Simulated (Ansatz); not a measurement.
Gas-phase electronic energies from Ansatz, PBE0-D4/def2-TZVP geometries. CBS: MP2 limit from def2 TZ/QZ plus the TZ coupled-cluster correction, frozen cores. Each species was taken in one conformer, which may not be the lowest.

`C[SiH](N)O[SiH3]` + `CCBNC` → `CCBN[SiH3]` + `CO[SiH](C)N`  (redistribution)

`C[SiH](N)O[SiH3]`:

Z-matrix (Å, degrees):
```
C
Si 1 1.854
H 1 1.094 2 110.7
H 1 1.092 2 111.0 3 120.2
H 1 1.092 2 110.6 3 -119.2
N 2 1.709 1 110.0 3 -57.2
O 2 1.649 1 106.7 3 67.0
H 2 1.485 1 113.2 3 -175.7
H 6 1.006 2 122.0 1 -158.0
H 6 1.006 2 122.8 1 44.1
Si 7 1.632 2 139.1 1 -142.7
H 11 1.488 7 110.8 2 72.7
H 11 1.484 7 108.4 2 -167.7
H 11 1.489 7 111.1 2 -47.8
```

`CCBNC`:

Z-matrix (Å, degrees):
```
C
C 1 1.523
H 1 1.095 2 111.5
H 1 1.095 2 111.5 3 120.1
H 1 1.093 2 112.2 3 -120.0
B 2 1.573 1 117.0 3 -59.9
H 2 1.098 1 110.0 3 176.9
H 2 1.099 1 110.0 3 63.2
N 6 1.389 2 122.0 1 0.4
H 6 1.204 2 120.8 1 -179.7
C 9 1.443 6 127.1 2 179.9
H 9 1.009 6 119.0 2 -0.0
H 11 1.090 9 109.0 6 0.3
H 11 1.095 9 111.7 6 119.8
H 11 1.095 9 111.7 6 -119.2
```

`CCBN[SiH3]`:

```xyz
15

C     0.646    1.895   -1.527
C     0.345    0.401   -1.416
B    -0.366    0.003   -0.073
N     0.047   -1.087    0.712
Si   -0.670   -1.640    2.199
H     1.080    2.152   -2.497
H    -0.263    2.489   -1.402
H     1.351    2.218   -0.757
H     1.260   -0.183   -1.580
H    -0.337    0.119   -2.231
H    -1.312    0.636    0.319
H     0.848   -1.605    0.373
H    -1.156   -3.039    2.060
H    -1.800   -0.739    2.521
H     0.330   -1.621    3.300
```

`CO[SiH](C)N`:

Cartesian coordinates in Å:
```
C 1.708 0.247 -1.043
O 1.111 -0.841 -0.385
Si -0.398 -0.779 0.279
C -0.474 0.493 1.638
N -1.642 -0.395 -0.829
H 1.973 1.048 -0.341
H 1.050 0.666 -1.814
H 2.625 -0.099 -1.525
H -0.580 -2.165 0.771
H 0.335 0.339 2.355
H -1.423 0.430 2.177
H -0.380 1.509 1.244
H -1.888 -0.985 -1.605
H -2.018 0.532 -0.922
```

```json
{"species": "`C[SiH](N)O[SiH3]`", "CCSD(T)/CBS(def2) energy (Eh)": "-751.64176"}
{"species": "`CCBNC`", "CCSD(T)/CBS(def2) energy (Eh)": "-199.71933"}
{"species": "`CCBN[SiH3]`", "CCSD(T)/CBS(def2) energy (Eh)": "-450.76449"}
{"species": "`CO[SiH](C)N`", "CCSD(T)/CBS(def2) energy (Eh)": "-500.56049"}
```

(1) Work out ΔE.

Largest T1 diagnostic among the species: 0.011.

Answers

(1) ΔE = (-450.76449) + (-500.56049) − (-751.64176) − (-199.71933) = 0.03611 Eh = +94.8 kJ/mol.
